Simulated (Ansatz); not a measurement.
`N[SiH](N)[Ga]([F])[Cl]`, charge 0, multiplicity 1.

Q: Give a relaxed structure at PBE0-D4/def2-TZVP (the Gaussian-basis code of Ansatz). (Estimate.)

A: Computed: 
Z-matrix (Å, degrees):
```
Si
N 1 1.707
Ga 1 2.420 2 117.7
N 1 1.702 2 110.3 3 113.6
H 1 1.490 2 103.8 3 -119.1
H 2 1.007 1 122.0 3 -59.0
H 2 1.007 1 120.6 3 93.5
F 3 1.757 1 128.0 2 -52.5
Cl 3 2.164 1 121.6 2 125.7
H 4 1.006 1 122.1 2 -139.4
H 4 1.007 1 123.0 2 57.3
```
This is one stationary point; other conformers may exist.
